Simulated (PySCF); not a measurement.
# Splitting trees

Structure with atom numbers: `[F:1][CH:2]([F:3])[O:4][c:5]1[cH:6][cH:7][cH:8][cH:9][n:10]1` (H(Xn): hydrogen on atom n).

Computed data (PySCF 2.14): shieldings: GIAO PBE0/pcSseg-1, J couplings at B3LYP/pcJ-1 (spin–dipole term only in couplings to heteroatoms), geometry: PBE0-D3(BJ)/def2-SVP. No relativistic terms, equivalent nuclei averaged, one conformer, gas phase.

Referencing at the same level of theory: 1H (σref 31.27) against TMS; CFCl3 for 19F (σref 177.25).

Spectrometer: 800 MHz for 1H. First-order analysis; couplings under 1 Hz (under 4 Hz in carbon signals) are ignored, and nearly equal couplings are merged; the smaller ones broaden or split the lines further.

Task: What pattern does H(C9) show (1H)?

Result: A doublet of doublets at δ 8.30: 5.6 Hz to H(C8) (1 × 1H, 3 bonds away), 1.8 Hz to H(C7) (1 × 1H, 4 bonds away). Lines in Hz from the centre (relative intensity): +3.7 (1), +1.9 (1), -1.9 (1), -3.7 (1). The outer lines are 7.4 Hz apart, the sum of the couplings kept, or 0.009 ppm at this field.

Task: What pattern does H(C8) show (1H)?

Result: A doublet of doublets at δ 7.02: 8.0 Hz to H(C7) (1 × 1H, 3 bonds away), 5.6 Hz to H(C9) (1 × 1H, 3 bonds away). Lines in Hz from the centre (relative intensity): +6.8 (1), +1.2 (1), -1.2 (1), -6.8 (1). The outer lines are 13.6 Hz apart, the sum of the couplings kept, or 0.017 ppm at this field.

Task: What pattern does H(C2) show (1H)?

Result: A triplet at δ 7.64: 80.6 Hz to F1/F3 (2 × 19F, 2 bonds away). Lines in Hz from the centre (relative intensity): +80.6 (1), +0.0 (2), -80.6 (1). The outer lines are 161.2 Hz apart, the sum of the couplings kept, or 0.201 ppm at this field.

Task: What pattern does F1/F3 show (19F)?

Result: A doublet at δ -106.8: 80.6 Hz to H(C2) (1 × 1H, 2 bonds away). Lines in Hz from the centre (relative intensity): +40.3 (1), -40.3 (1). The outer lines are 80.6 Hz apart, the sum of the couplings kept, or 0.107 ppm at this field.

Unscaled 3J(H,H) at this level run about 10 % above measured values.
